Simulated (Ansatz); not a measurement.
`SB(Cl)Br` + `FBO[SiH3]` → `[SiH3]OB(S)Cl` + `FBBr`  (redistribution)

Program: Ansatz. Geometries: PBE0-D4/def2-TZVP. ΔE: electronic, gas phase. CCSD(T)/CBS adds triple-zeta CCSD(T) − MP2 to the extrapolated MP2 energy (def2 sets, frozen cores). Functionals use def2-TZVPP. For Br outer-core shells are correlated without core-valence functions, which leaves a few kJ/mol of doubt a bond. Scalar relativity is left out up to krypton. Each species was taken in one conformer, which may not be the lowest.

```tsv
level	ΔE (kcal/mol)
LDA (SPW92)	3.4
BLYP	3.1
HF/def2-QZVPP	1.9
SCS-MP2/def2-QZVPP	3.7
```

What does CCSD(T)/CBS give? (Best estimate.)

Computed: +3.2 kcal/mol. The listed levels differ from it by 0.2, -0.1, -1.3, 0.5 kcal/mol.

What do rigid-rotor, harmonic-oscillator terms from PBE0-D4/def2-TZVP frequencies (298.15 K, 1 bar) make of the CCSD(T)/CBS value? (An estimate is asked.)

The calculation gave: ΔZPE = -0.3 kcal/mol, ΔH = +3.1 kcal/mol, ΔS = 11 J/(mol·K), ΔG = +2.3 kcal/mol. Modes under 50 cm⁻¹ make the entropy rough.

Largest T1 diagnostic among the species: 0.013.

Leaving LDA and LC-ωPBE aside and taking each functional with its dispersion term where it has one, the values, not all of them listed here, spread over 1.0 kcal/mol, from CAM-B3LYP-D4 to PBE-QIDH. In def2-TZVPP, CCSD(T) changes the Hartree–Fock value by +1.1 kcal/mol (the triples alone add +0.2 kcal/mol) and MP2 by +2.0 kcal/mol.
